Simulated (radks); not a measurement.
Values are calculated unless marked as measured or tabulated.
Li+, 2 electrons, occupied as [He].

Level of theory: Dirac Kohn-Sham, BP86, spin-unpolarised, spherical densities, point nucleus (a radial shooting solver on a logarithmic mesh with Libxc functionals).

Energy parts (eV):
total: -198.025
kinetic: 196.958
electron-nucleus: -438.585
Hartree: 89.439
exchange-correlation: -45.837

Orbitals (lengths in bohr, moments of r in powers of bohr):
1s1/2: occ. 2; eigenvalue (eV) -60.5665; <1/r> 2.686; small-component weight 9.63e-05

The highest occupied level is 1s1/2 at -60.567 eV. Summed over all electrons, <r^2> = 0.9118 bohr^2, which gives a Langevin (diamagnetic) susceptibility term of -0.722 x 10^-6 cm^3/mol. For comparison, the ionisation energy in NIST's Atomic Spectra Database is 75.640 eV (theoretical). In exact Kohn-Sham theory the highest level is minus the ionisation energy, but local and semilocal functionals leave it too shallow, through self-interaction and a potential that decays too fast; potentials with the right tail come closer.
